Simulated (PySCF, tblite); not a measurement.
Isomers of [C7H6N2]+ (charge +1 and doublet state), one GFN2-xTB conformer each. Single-point energies are computed at B3LYP/pcH-1 (PySCF, gas phase, no added dispersion term), electronic only. GFN2-xTB treats the open shell by occupation alone, and not every SCF solution was tested for stability.

```
                  SMILES  GFN2-xTB relative energy (kcal/mol)
[CH2+][C]1CC(C#N)(C#N)C1                                 74.7
     N#Cc1cccc([NH2+])c1                                  2.6
     N#Cc1ccc([NH2+])cc1                                  0.0
```

Conformers: `[N:1]#[C:2][c:3]1[cH:4][cH:5][cH:6][c:7]([NH2+:8])[cH:9]1` (charge +1 and doublet state) with C6–C7–N8–H 180° and 0°.

**Question.** What does B3LYP/pcH-1 give for the same structures?

**Answer.** 
```tsv
SMILES	B3LYP/pcH-1 E (Eh)	B3LYP/pcH-1 (kcal/mol)	GFN2-xTB (kcal/mol)	point group
N#Cc1ccc([NH2+])cc1	-379.58292	0.0	0.0	C2v
N#Cc1cccc([NH2+])c1	-379.57799	3.1	2.6	Cs
[CH2+][C]1CC(C#N)(C#N)C1	-379.41652	104.4	74.7	C2v
```

Both levels put the same isomer lowest; measured from each level's own lowest isomer, the values differ by up to 29.7 kcal/mol ([CH2+][C]1CC(C#N)(C#N)C1: 74.7 against 104.4). As drawn, the lowest has an N–H bond, which the highest lacks; the highest has a four-membered ring and a quaternary carbon, which the lowest lacks. Neighbours under 5.0 kcal/mol apart (N#Cc1ccc([NH2+])cc1 and N#Cc1cccc([NH2+])c1) can change places with a better method, another conformer or zero-point energy.

**Question.** What happens when harmonic zero-point energies from GFN2-xTB frequencies are added?

**Answer.** 
```csv
SMILES,ZPE (kcal/mol),electronic (kcal/mol),with ZPE (kcal/mol)
N#Cc1ccc([NH2+])cc1,69.3,0.0,0.0
N#Cc1cccc([NH2+])c1,69.1,3.1,3.0
[CH2+][C]1CC(C#N)(C#N)C1,66.4,104.4,101.5
```

The zero-point energies span 2.9 kcal/mol. The order is unchanged.
